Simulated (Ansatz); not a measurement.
Geometry optimisation, Ansatz, RKS LDA/6-31G*.

Input file:

```yaml
crystal:
  periodic: [false, false, false]
  atoms:
    - { symbol: B, position_ang: [-0.128695, -0.450953, -0.152883] }
    - { symbol: H, position_ang: [-0.09388, -0.762496, 1.00211] }
    - { symbol: O, position_ang: [0.963731, -0.309523, -0.924543] }
    - { symbol: H, position_ang: [1.782643, -0.471623, -0.407682] }
    - { symbol: Cl, position_ang: [-1.689616, -0.226984, -0.924126] }
    - { symbol: P, position_ang: [-0.041438, 2.462946, 0.953901] }
    - { symbol: H, position_ang: [-1.458087, 2.463651, 0.721669] }
    - { symbol: H, position_ang: [-0.19598, 2.85867, 2.329498] }
    - { symbol: H, position_ang: [-0.062978, 1.078211, 1.311356] }
basis:
  gaussian: { orbitals: "6-31G*" }
hamiltonian:
  xc: lda
relax:
  f_tol: 0.03
  max_steps: 50
output:
  orbitals: {}
```

Launched with:

```bash
$ ansatz run input.yaml --threads 1 --pin off --max-ram 2048MiB --backend cpu --events-out ev --progress --plain --runs-dir out
```

Problem. Where does it end, and by what steps?

Solution. The forces met the threshold. The force dipped under the threshold on the way, but the program's further checks kept it going. After 39 steps the energy has fallen by 0.359 eV; Cl5 moved furthest, 2.67 Å.

```json
{"step": "0", "energy less start (eV)": "0.0000", "largest force component (eV/Å)": "0.443", "accepted": "yes"}
{"step": "2", "energy less start (eV)": "-0.0704", "largest force component (eV/Å)": "0.399", "accepted": "yes"}
{"step": "4", "energy less start (eV)": "-0.0798", "largest force component (eV/Å)": "0.209", "accepted": "yes"}
{"step": "6", "energy less start (eV)": "-0.0901", "largest force component (eV/Å)": "0.070", "accepted": "yes"}
{"step": "8", "energy less start (eV)": "-0.1008", "largest force component (eV/Å)": "0.301", "accepted": "yes"}
{"step": "10", "energy less start (eV)": "-0.1390", "largest force component (eV/Å)": "0.524", "accepted": "yes"}
{"step": "12", "energy less start (eV)": "-0.1459", "largest force component (eV/Å)": "0.420", "accepted": "no"}
{"step": "14", "energy less start (eV)": "-0.1714", "largest force component (eV/Å)": "0.067", "accepted": "yes"}
{"step": "16", "energy less start (eV)": "-0.1807", "largest force component (eV/Å)": "0.255", "accepted": "yes"}
{"step": "18", "energy less start (eV)": "-0.2048", "largest force component (eV/Å)": "0.302", "accepted": "yes"}
{"step": "20", "energy less start (eV)": "-0.1908", "largest force component (eV/Å)": "0.656", "accepted": "no"}
{"step": "22", "energy less start (eV)": "-0.2451", "largest force component (eV/Å)": "0.182", "accepted": "yes"}
{"step": "24", "energy less start (eV)": "-0.2692", "largest force component (eV/Å)": "0.337", "accepted": "yes"}
{"step": "26", "energy less start (eV)": "-0.2944", "largest force component (eV/Å)": "0.417", "accepted": "yes"}
{"step": "28", "energy less start (eV)": "-0.3384", "largest force component (eV/Å)": "0.154", "accepted": "yes"}
{"step": "30", "energy less start (eV)": "-0.3441", "largest force component (eV/Å)": "0.080", "accepted": "yes"}
{"step": "32", "energy less start (eV)": "-0.3519", "largest force component (eV/Å)": "0.181", "accepted": "yes"}
{"step": "34", "energy less start (eV)": "-0.3570", "largest force component (eV/Å)": "0.006", "accepted": "yes"}
{"step": "36", "energy less start (eV)": "-0.3576", "largest force component (eV/Å)": "0.068", "accepted": "yes"}
{"step": "38", "energy less start (eV)": "-0.3583", "largest force component (eV/Å)": "0.020", "accepted": "yes"}
{"step": "39", "energy less start (eV)": "-0.3587", "largest force component (eV/Å)": "0.029", "accepted": "yes"}
```

```xyz
9
Properties=species:S:1:pos:R:3
B -0.312 -1.056 -0.490
H -0.869 -1.021 0.585
O 0.390 -0.035 -0.988
H 0.379 0.733 -0.346
Cl -0.441 -2.529 -1.447
P 0.093 2.266 1.236
H -0.533 3.526 0.971
H 1.132 2.816 2.053
H -0.764 1.941 2.335
```

Whether the end is a true minimum wasn't checked by a vibrational analysis.

Run time: 74 s on 1 thread of Arm Neoverse V1, on a shared host, peak memory 0.15 GiB.
